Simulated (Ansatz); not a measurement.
Reaction (SMILES): [F][Ge]([F])([F])[F] [tetrafluorogermane] + 4 [H][H] (H2) -> 4 F (HF) + [GeH4] (GeH4)
Structures are relaxed separately at B3LYP-D3(BJ)/def2-TZVP in Ansatz (a program for electronic structure).
Geometry of the first species:
```
Ge
F 1 1.7016
F 1 1.7016 2 109.47
F 1 1.7016 2 109.47 3 -120.00
F 1 1.7016 2 109.47 4 -120.00
```
Charge 0, spin multiplicity 1.

Wanted: energy of full hydrogenation (electronic energy difference), in eV. Correlated levels leave the core frozen unless marked. No spin-orbit coupling. The frozen core is the preceding noble-gas configuration, with the filled d and f shells of earlier blocks. No relativistic terms. Basis-set limits of correlation are two-point, X^-3; Hartree-Fock from the larger set. The bracket is a focal-point correction in the basis named.

```tsv
level	program	energy of full hydrogenation (eV)	minus last row
PBE/def2-TZVPD	Ansatz	1.44	-0.69
BLYP-D4/def2-TZVPD	Ansatz + dftd4	1.81	-0.32
r2SCAN-D3(BJ)/def2-TZVPD	Ansatz + dftd3	1.96	-0.17
r2SCAN-D4/def2-TZVPD	Ansatz + dftd4	1.96	-0.17
B3LYP/def2-TZVPD	Ansatz	1.62	-0.51
PBE0-D3(BJ)/def2-TZVP	Ansatz + dftd3	1.59	-0.54
HSE06-D4/def2-TZVPD	Ansatz + dftd4	1.38	-0.75
LC-wPBE/def2-TZVPD	Ansatz	1.47	-0.66
MP2/6-31G	Ansatz	4.01	1.88
RI-MP2/CBS(cc-pVTZ,cc-pVQZ)	Ansatz	2.30	0.17
SCS-MP2/aug-cc-pVTZ	Ansatz	2.19	0.06
CCSD/6-31G	Ansatz	3.68	1.55
RI-MP2/CBS(cc-pVTZ,cc-pVQZ)+[CCSD(T)-MP2]/cc-pVTZ	Ansatz	2.02	-0.11
RI-MP2/CBS(cc-pVTZ,cc-pVQZ)+[CCSD(T)-MP2]/cc-pVQZ	Ansatz	2.08	-0.05
CCSD(T)/CBS(cc-pVTZ,cc-pVQZ)	Ansatz	2.13	0.00
```
